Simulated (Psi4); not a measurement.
P, quartet; B2PLYP/6-31G** in Psi4.

Here is a job for Psi4.
```
memory 2 GB

molecule {
0 4
P     0.00000000    0.00000000    0.00000000
}

set {
  basis 6-31g**
  reference uks
}

energy('b2plyp')
print_variables()
```

Output, abridged:

```
   => Loading Basis Set <=

    Name: 6-31G**
    Role: ORBITAL
    Keyword: BASIS

         ---------------------------------------------------------
                                   SCF
               by Justin Turney, Rob Parrish, Andy Simmonett
                          and Daniel G. A. Smith
                              UKS Reference
         ---------------------------------------------------------

  ==> Geometry <==

    Molecular point group: d2h
    Geometry (in Angstrom), charge = 0, multiplicity = 4:

       Center              X                  Y                   Z               Mass
    ------------   -----------------  -----------------  -----------------  -----------------
         P            0.000000000000     0.000000000000     0.000000000000    30.973761998420

  Running in d2h symmetry.

  Rotational constants: A = ************  B = ************  C = ************ [cm^-1]
  Rotational constants: A = ************  B = ************  C = ************ [MHz]
  Nuclear repulsion =    0.000000000000000

  Charge       = 0
  Multiplicity = 4
  Electrons    = 15
  Nalpha       = 9
  Nbeta        = 6

  ==> Algorithm <==

  SCF Algorithm Type is DF.
  DIIS enabled.
  MOM disabled.
  Fractional occupation disabled.
  Guess Type is CORE.
  Energy threshold   = 1.00e-06
  Density threshold  = 1.00e-06
  Integral threshold = 1.00e-12

  ==> Primary Basis <==

  Basis Set: 6-31G**
    Blend: 6-31G**
    Number of shells: 8
    Number of basis functions: 19
    Number of Cartesian functions: 19
    Spherical Harmonics?: false
    Max angular momentum: 2

  ==> DFT Potential <==

   => LibXC <=

    Version 7.1.2
    S. Lehtola, C. Steigemann, M. J. T. Oliveira, and M. A. L. Marques,  SoftwareX 7, 1–5 (2018) (10.1016/j.softx.2017.11.002)

   => Composite Functional: B2PLYP <=

    B2PLYP Double Hybrid Exchange-Correlation Functional

    S. Grimme, J. Chem. Phys., 124, 034108, 2006

    Deriv               =              1
    GGA                 =           TRUE
    Meta                =          FALSE

    Exchange Hybrid     =           TRUE
    MP2 Hybrid          =           TRUE

   => Exchange Functionals <=

    0.4700     XC_GGA_X_B88

   => Exact (HF) Exchange <=

    0.5300               HF

   => Correlation Functionals <=

    0.7300     XC_GGA_C_LYP

   => MP2 Correlation <=

    0.2700       MP2

   => LibXC Density Thresholds  <==

    XC_GGA_C_LYP:  1.00E-14
    XC_GGA_X_B88:  1.00E-15

   => Molecular Quadrature <=

[...]
  @DF-UKS Final Energy:  -341.09487228765005
    Total Energy =                       -341.0948722876500483
[...]
 ------------------------------------------------------------------------------------

   => Loading Basis Set <=

    Name: (6-31G** AUX)
    Role: RIFIT
    Keyword: DF_BASIS_MP2

	 --------------------------------------------------------
	                          DF-MP2
	      2nd-Order Density-Fitted Moller-Plesset Theory

	        Rob Parrish, Justin Turney, Andy Simmonett,
	           Ed Hohenstein, and C. David Sherrill
	 --------------------------------------------------------

	 --------------------------------------------------------
	                 NBF =    19, NAUX =    76
	 --------------------------------------------------------
	   CLASS    FOCC     OCC    AOCC    AVIR     VIR    FVIR
	   ALPHA       0       9       9      10      10       0
	    BETA       0       6       6      13      13       0
	 --------------------------------------------------------

	-----------------------------------------------------------
	 ==================> DF-MP2 Energies <====================
	-----------------------------------------------------------
	 Reference Energy          =    -341.0948722876500483 [Eh]
	 Singles Energy            =      -0.0000000000000000 [Eh]
	 Same-Spin Energy          =      -0.0212053521625307 [Eh]
	 Opposite-Spin Energy      =      -0.0605623976754769 [Eh]
	 Correlation Energy        =      -0.0817677498380076 [Eh]
	 Total Energy              =    -341.1766400374880277 [Eh]
	-----------------------------------------------------------
	 ================> DF-SCS-MP2 Energies <==================
	-----------------------------------------------------------
	 SCS Same-Spin Scale       =       0.3333333333333333 [-]
	 SCS Opposite-Spin Scale   =       1.2000000000000000 [-]
	 SCS Same-Spin Energy      =      -0.0070684507208436 [Eh]
	 SCS Opposite-Spin Energy  =      -0.0726748772105723 [Eh]
	 SCS Correlation Energy    =      -0.0797433279314158 [Eh]
	 SCS Total Energy          =    -341.1746156155814447 [Eh]
	-----------------------------------------------------------

    B2PLYP Energy Summary
    ---------------------
    DFT Reference Energy                  =  -341.0948722876500483
    Scaled MP2 Correlation                =    -0.0220772924562620
    @Final double-hybrid DFT total energy =  -341.1169495801063363

  Variable Map:
  ----------------------------------------------------------------------------
[...]
  Array Variable Map:
  ----------------------------------------------------------------------------
[...]
[...]
```
